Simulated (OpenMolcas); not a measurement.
# OpenMolcas run: Co2+

Co2+ with its 6 nearest fluoride ions at 2.045 Å, on the Zn site of KZnF3 (a = 4.054 Å, distance in the model lattice 2.027 Å). The rest of the host is ab initio model potentials to 7.6 Å, with orthogonalisation functions on the cations behind the ligands, and point charges beyond; the distance is set by hand and nothing relaxes. Ligand basis ANO-RCC-VDZP.

Input, with the lattice sites abridged:

```
&GATEWAY
Basis set
Co.ANO-RCC-VDZP.
Co1 0.0 0.0 0.0 Angstrom
End of basis
Basis set
F.ANO-RCC-VDZP.
L1 2.045000 0.000000 0.000000 Angstrom
L2 0.000000 2.045000 0.000000 Angstrom
L3 0.000000 0.000000 2.045000 Angstrom
End of basis
Basis set
Zn.EMB-AIMP.Lopez-Moraza.11s8p.1s1p.ECP.KZnF3.
PseudoCharge
* 3 symmetry-unique lattice sites within 7.6 angstrom
End of basis
Basis set
K.EMB-AIMP.Lopez-Moraza.0s.0s.ECP.KZnF3.
PseudoCharge
* 16 symmetry-unique lattice sites within 7.6 angstrom
End of basis
Basis set
Zn.EMB-AIMP.Lopez-Moraza.0s.0s.ECP.KZnF3.
PseudoCharge
* 10 symmetry-unique lattice sites within 7.6 angstrom
End of basis
Basis set
F.EMB-AIMP.Lopez-Moraza.0s.0s.ECP.KZnF3.
PseudoCharge
* 39 symmetry-unique lattice sites within 7.6 angstrom
End of basis
Symmetry
XYZ
AngMom=0.0 0.0 0.0
AMFI
RICD
XField
1521 Angstrom 0
* Evjen-weighted lattice charges
&SEWARD
* reference wave functions (RASSCF and RASSI steps not shown): 7 electrons in 5 orbitals (3d)
>>> COPY JOB001 $Project.JobIph
&CASPT2
Multistate=10 1 2 3 4 5 6 7 8 9 10
NoMult
Frozen=5 6
IPEA=0.25
Imaginary=0.1
MaxIter=60
WThr=0.0 0.3 0.05
PrWF=0.5
NoMix
>>> COPY JOB002 $Project.JobIph
&CASPT2
Multistate=40 1 2 3 4 5 6 7 8 9 10 11 12 13 14 15 16 17 18 19 20 21 22
23 24 25 26 27 28 29 30 31 32 33 34 35 36 37 38 39 40
NoMult
Frozen=5 6
IPEA=0.25
Imaginary=0.1
MaxIter=60
WThr=0.0 0.3 0.05
PrWF=0.5
NoMix
```

Launched by
```bash
OMP_NUM_THREADS=1 MOLCAS_MEM=2457 MOLCAS_PROJECT=a pymolcas a.inp > a.log  # once for each step of the input, in one work folder
```

Output, cut to the results:

```
--- CASPT2 ---
Orbital specifications:
      -----------------------

      Symmetry species                           1   2
                                                ag  au
      Frozen orbitals                            5   6
      Inactive orbitals                         13  15
      Active orbitals                            5   0
      Secondary orbitals                        46  52
      Deleted orbitals                           0   0
      Number of basis functions                 69  73
Type of calculation                        SS-CASPT2
      Fock operator                              state-specific
      IPEA shift                                 0.25
      Real shift                                 0.00
      Imaginary shift                            0.10
      The input orbitals will be transformed to quasi-canonical
Reference energy:       -1991.2327922185
      E2 (Non-variational):      -1.6459902398
      Shift correction:          -0.0009015066
      E2 (Variational):          -1.6468917464
      Total energy:           -1992.8796839650
      Residual norm:              0.0000003927
      Reference weight:           0.74097
      Contributions to the CASPT2 correlation energy
      Active & Virtual Only:         -0.1667429617
      One Inactive Excited:          -0.2167124656
      Two Inactive Excited:          -1.2625348126
Reference energy:       -1991.2327922185
      E2 (Non-variational):      -1.6459883366
      Shift correction:          -0.0009014879
      E2 (Variational):          -1.6468898244
      Total energy:           -1992.8796820429
      Residual norm:              0.0000003916
      Reference weight:           0.74098
      Contributions to the CASPT2 correlation energy
      Active & Virtual Only:         -0.1667419036
      One Inactive Excited:          -0.2167116479
      Two Inactive Excited:          -1.2625347851
::    CASPT2 Root  1     Total energy:  -1992.87968396
::    CASPT2 Root  2     Total energy:  -1992.87968204
::    CASPT2 Root  3     Total energy:  -1992.87962349
::    CASPT2 Root  4     Total energy:  -1992.84199607
::    CASPT2 Root  5     Total energy:  -1992.84202012
::    CASPT2 Root  6     Total energy:  -1992.84199723
::    CASPT2 Root  7     Total energy:  -1992.80075324
::    CASPT2 Root  8     Total energy:  -1992.77863071
::    CASPT2 Root  9     Total energy:  -1992.77863398
::    CASPT2 Root 10     Total energy:  -1992.77863277
--- CASPT2 ---
Orbital specifications:
      -----------------------

      Symmetry species                           1   2
                                                ag  au
      Frozen orbitals                            5   6
      Inactive orbitals                         13  15
      Active orbitals                            5   0
      Secondary orbitals                        46  52
      Deleted orbitals                           0   0
      Number of basis functions                 69  73
Type of calculation                        SS-CASPT2
      Fock operator                              state-specific
      IPEA shift                                 0.25
      Real shift                                 0.00
      Imaginary shift                            0.10
      The input orbitals will be transformed to quasi-canonical
Reference energy:       -1991.1637714081
      E2 (Non-variational):      -1.6584654371
      Shift correction:          -0.0009139933
      E2 (Variational):          -1.6593794304
      Total energy:           -1992.8231508385
      Residual norm:              0.0000002959
      Reference weight:           0.73950
      Contributions to the CASPT2 correlation energy
      Active & Virtual Only:         -0.1685106838
      One Inactive Excited:          -0.2209554194
      Two Inactive Excited:          -1.2689993338
Reference energy:       -1991.1637714080
      E2 (Non-variational):      -1.6585238765
      Shift correction:          -0.0009142647
      E2 (Variational):          -1.6594381412
      Total energy:           -1992.8232095492
      Residual norm:              0.0000003051
      Reference weight:           0.73948
      Contributions to the CASPT2 correlation energy
      Active & Virtual Only:         -0.1685133133
      One Inactive Excited:          -0.2210095218
      Two Inactive Excited:          -1.2690010414
::    CASPT2 Root  1     Total energy:  -1992.82315084
::    CASPT2 Root  2     Total energy:  -1992.82320955
::    CASPT2 Root  3     Total energy:  -1992.79923572
::    CASPT2 Root  4     Total energy:  -1992.79923029
::    CASPT2 Root  5     Total energy:  -1992.79921676
::    CASPT2 Root  6     Total energy:  -1992.79736217
::    CASPT2 Root  7     Total energy:  -1992.79736634
::    CASPT2 Root  8     Total energy:  -1992.79736435
::    CASPT2 Root  9     Total energy:  -1992.77535197
::    CASPT2 Root 10     Total energy:  -1992.78270154
::    CASPT2 Root 11     Total energy:  -1992.78272436
::    CASPT2 Root 12     Total energy:  -1992.78270014
::    CASPT2 Root 13     Total energy:  -1992.75923547
::    CASPT2 Root 14     Total energy:  -1992.75926163
::    CASPT2 Root 15     Total energy:  -1992.75925312
::    CASPT2 Root 16     Total energy:  -1992.75241343
::    CASPT2 Root 17     Total energy:  -1992.75241641
::    CASPT2 Root 18     Total energy:  -1992.75055829
::    CASPT2 Root 19     Total energy:  -1992.74503128
::    CASPT2 Root 20     Total energy:  -1992.74490981
::    CASPT2 Root 21     Total energy:  -1992.73150260
::    CASPT2 Root 22     Total energy:  -1992.73149508
::    CASPT2 Root 23     Total energy:  -1992.73149285
::    CASPT2 Root 24     Total energy:  -1992.72279602
::    CASPT2 Root 25     Total energy:  -1992.72274343
::    CASPT2 Root 26     Total energy:  -1992.72199524
::    CASPT2 Root 27     Total energy:  -1992.72199035
::    CASPT2 Root 28     Total energy:  -1992.72197969
::    CASPT2 Root 29     Total energy:  -1992.69137760
...
```

Spin-orbit levels above the lowest (labels of O, the rotations of Oh), with the averaged single-state CASPT2 energies on the diagonal:

```csv
E (cm-1),Degeneracy,Label,2S+1,g
0,2,Γ6,4,4.42 4.42 4.42
370,4,Γ8,4,
970,4,Γ8,4,
1050,2,Γ7,4,0.90 0.90 0.90
8810,2,Γ6,4,2.47 2.47 2.47
8850,4,Γ8,4,
8950,4,Γ8,4,
9160,2,Γ7,4,2.85 2.85 2.85
13050,4,Γ8,2,
17860,4,Γ8,4 (61 %),
18120,4,Γ8,2 (68 %),
18600,2,Γ6,2,0.76 0.76 0.76
18840,4,Γ8,2,
19080,2,Γ7,2,1.59 1.59 1.59
21350,4,Γ8,2 (79 %),
21980,2,Γ6,2 (87 %),1.47 1.47 1.47
22570,2,Γ7,4,2.60 2.60 2.60
22580,4,Γ8,4,
23320,2,Γ6,4 (62 %),2.44 2.44 2.44
23430,4,Γ8,4 (79 %),
```

Roots that are degenerate in the reference are averaged as groups; the widest CASPT2 spread within a group is 410 cm-1 (the 3-fold group of multiplicity 2 near 28100 cm-1 above the lowest state of its run). Shifts and gaps below about the spread of the groups concerned are not significant. Over all roots computed the reference weight is 0.73 to 0.74; a low but even weight reflects the number of correlated electrons. An orbital triplet at a regular site is open to Jahn-Teller coupling, which can distort the site and quench the lowest spin-orbit gaps and is left out. A single d shell leaves out the double-shell effect, which counts most for late 3d ions, where the CASPT2 field can be off either way by tens of per cent. Ligand-to-metal charge-transfer states are missing. These CASPT2 states fit no ligand-field parameters well, so their order and spin gaps are uncertain. For late 3d ions with one d shell CASPT2 can put B and the spin-flip bands somewhat low as well as high. With one d shell and no ligand orbital active, 10Dq can be off by tens of per cent for divalent 3d ions, low with halides held by bare charges and at times high in hosts. Free-ion shares, where given, are those of the reference states; single-state CASPT2 does not remix them. No measured value stands beside these numbers; the geometry was set by hand and not optimised.

The CASPT2 steps took 2.6 min on 1 thread of Arm Neoverse V1, with other jobs on the host; the integral step is not counted.
